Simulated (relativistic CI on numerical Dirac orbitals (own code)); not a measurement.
## Ti¹⁵⁺: q coefficients and field-shift factors

These numbers are calculated, not measured: Dirac-Coulomb-Breit CI, KLI orbitals optimised for each configuration, derivatives by finite differences, unscaled Slater integrals, QED left out (own radial code, finite nucleus).

Configurations in the expansion (outside the closed core 1s2): 2s2 2p3, 2s 2p4, 2p5, 2p4 3s, 2p4 3p, 2p4 3d, 2s2 2p2 3s, 2s2 2p2 3p. Levels of other configurations are missing.

With x = (α/α₀)² − 1 an excitation energy changes as ω = ω₀ + qx; K = 2q/ω₀ is the relative enhancement. Terms are leading LS components, so labels can repeat. The field-shift factor is F = δν/δ⟨r²⟩ for the transition from the lowest level.

Lowest level 2s2 2p3 4S°_3/2.

| Level | ω₀ (cm⁻¹) | q (cm⁻¹) | F (GHz/fm²) |
| --- | --- | --- | --- |
| 2s2 2p3 2D°_3/2 | 119234 | -10840 | -0.0695 |
| 2s2 2p3 2D°_5/2 | 134502 | 12150 | 0.0898 |
| 2s2 2p3 2P°_1/2 | 197222 | 16030 | -1.07 |
| 2s2 2p3 2P°_3/2 | 219331 | 52820 | -0.983 |
| 2s 2p4 4P_5/2 | 589679 | 38450 | -41.3 |
| 2s 2p4 4P_3/2 | 620920 | 71140 | -41.4 |
| 2s 2p4 4P_1/2 | 634236 | 80720 | -41.4 |
| 2s 2p4 2D_3/2 | 823654 | 58010 | -42.1 |
| 2s 2p4 2D_5/2 | 827523 | 66250 | -42.1 |
| 2s 2p4 2S_1/2 | 950828 | 55380 | -42.3 |
| 2s 2p4 2P_3/2 | 991499 | 58950 | -43.7 |
| 2s 2p4 2P_1/2 | 1034614 | 106200 | -43.6 |
| 2p5 2P°_3/2 | 1567819 | 93410 | -83 |

At this charge energies of transitions that change n are usually good to better than 1 %, and those within a shell (Δn = 0) to a few per cent.

Problem. Which transition from the lowest level has the largest |K|?

Solution. 2s2 2p3 2P°_3/2 at 219331 cm⁻¹, K = 0.482.
